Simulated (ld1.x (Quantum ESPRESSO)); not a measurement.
## germanium (Ge), ultrasoft: configuration errors across variants

Ge (Z = 32), ultrasoft, made with ld1.x (Quantum ESPRESSO) 7.5 (PBE, non-relativistic). Core [Ar] 3d10, reference 4s2 4p2. Waves: 4s (bound): rcut 1.30, rcutus 1.80 bohr; 4s channel at 0.25 Ry: rcut 1.30, rcutus 1.80 bohr; 4p (bound): rcut 1.65, rcutus 2.10 bohr; 4p channel at 1.4 Ry: rcut 1.65, rcutus 2.10 bohr; 4d channel at 0.35 Ry: rcut 1.80, rcutus 2.05 bohr; 4d channel at 2.35 Ry: rcut 1.80, rcutus 2.05 bohr. Local part: all-electron potential smoothed inside 1.40 bohr (lloc = -2). Core correction: a·sin(br)/r model core inside 1.15 bohr. Augmentation charge: PSQ, radius 1.40 bohr.

All-electron excitation energies from the reference (eV): (1) 4s2 4p1 7.477; (2) 4s2 4p0 22.926; (3) 4s1 4p0 57.171; (4) 4s0 4p4 15.403; (5) 4s1 4p3 7.590; (6) 4s2 4p1.5 2.820; (7) 4s1 4p2 15.775.

5 further variants failed, have other tests or another functional or relativity, and are left out.

A true bound ghost makes a file unfit for plane-wave use even where its test errors are small: the radial tests pick states by their node count and pass the ghost by.

Errors AE − PS in meV (a dash: test not solved or not reliable):

| change | (1) | (2) | (3) | (4) | (5) | (6) | (7) | bound ghosts |
| --- | --- | --- | --- | --- | --- | --- | --- | --- |
| base | -5.2 | -47 | -282 | -37 | -9.4 | -0.8 | -27 | none |
| core correction a·sin(br)/r model core inside 1.90 bohr | -7.0 | -57 | -247 | -5.3 | -2.2 | -1.1 | -21 | none |
| waves 4d channel at 0.35 Ry: rcut 1.80, rcutus 2.76 bohr; 4d channel at 2.35 Ry: rcut 1.80, rcutus 2.76 bohr | -5.2 | -47 | -282 | -37 | -9.4 | -0.8 | -27 | none |
| augmentation built from norm-conserving waves at rcut, not smoothed further | -4.7 | -42 | -247 | -49 | -12 | -0.7 | -27 | none |
| local potential all-electron potential smoothed inside 1.50 bohr (lloc = -1) | -5.2 | -47 | -282 | -37 | -9.4 | -0.8 | -27 | d |
| wave 4s channel at 0.25 Ry: rcut 1.30, rcutus 1.80 bohr becomes 4s channel at 0.53 Ry: rcut 1.30, rcutus 1.80 bohr | -5.2 | -47 | -282 | -37 | -9.4 | -0.8 | -27 | none |
| waves 4s (bound): rcut 1.30, rcutus 1.68 bohr; 4s channel at 0.25 Ry: rcut 1.30, rcutus 1.68 bohr | -5.2 | -47 | -285 | -40 | -10 | -0.8 | -28 | none |

(1) Give the same row for: waves 4p (bound): rcut 1.38, rcutus 1.46 bohr; 4p channel at 1.4 Ry: rcut 1.38, rcutus 1.46 bohr.

Results:

(1) -6.2, -55, -300, –, –, –, –; bound ghosts: p.
